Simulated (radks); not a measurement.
The numbers below are computed, except where a source is named.
Neutral potassium, 19 electrons, occupied as [Ar] 4s1 (the NIST ground configuration). Level of theory: non-relativistic Kohn-Sham, PBE, spin-polarised, spherical densities, point nucleus; open shells are filled with parallel spins first; hard spherical wall at 8 bohr (a radial shooting solver on a logarithmic mesh with Libxc functionals).

Local quantities along the radius. ELF = 1/(1 + alpha^2) is the electron localisation function; alpha = (tau - tau_W)/tau_unif compares the Pauli kinetic energy density with that of the uniform gas (summed over spins).

```
   r/bohr * ELF (the largest magnitude, 1, reaches the edge; | marks zero)
 0.005647 |                                                      *
 0.007295 |                                                      *
 0.009423 |                                                      *
  0.01217 |                                                      *
  0.01572 |                                                      *
  0.02015 |                                                      *
  0.02603 |                                                      *
  0.03362 |                                                      *
  0.04343 |                                                      *
   0.0561 |                                                    *
  0.07247 |                                               *
  0.09287 |                              *
     0.12 |              *
    0.155 |               *
   0.2002 |                              *
   0.2586 |                                           *
   0.3314 |                                              *
    0.428 |                                         *
   0.5529 |              *
   0.7142 |     *
   0.9226 |                                *
    1.182 |                                               *
    1.527 |                                              *
    1.973 |                                   *
    2.548 |          *
    3.292 |           *
    4.218 |                                                *
    5.449 |                                                      *
    7.039 |                                                      *
```

On this mesh the ELF has minima near r = 0.14, 0.71, 2.9 bohr, which separate the shells, and maxima near 0.33 (0.86), 1.3 (0.88).
